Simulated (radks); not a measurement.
Task: Neutral zinc, 30 electrons, occupied as [Ar] 3d10 4s2. All-electron calculation, scalar-relativistic Kohn-Sham, PBE, spin-polarised, spherical densities, finite nucleus; Fermi nuclear charge, rms radius 3.9283 fm. Program: a radial shooting solver on a logarithmic mesh with Libxc functionals. Some entries of the table are withheld. Estimate them.

orbital  occ.  eigenvalue (eV)  r(max) (bohr)  <1/r> (bohr^-1)
1s          2              (1)        0.03291            30.23
2s          2        -1158.323         0.1893            6.586
2p          6        -1004.029         0.1521              (2)
3s          2        -129.2309         0.5880            2.089
3p          6         -83.4026         0.5922            1.934
3d         10         -10.1405            (3)            1.510
4s          2              (4)          2.091           0.4919

Result: 
(1) 1s eigenvalue (eV): -9525.638
(2) 2p <1/r> (bohr^-1): 6.462
(3) 3d r(max) (bohr): 0.5663
(4) 4s eigenvalue (eV): -5.9788
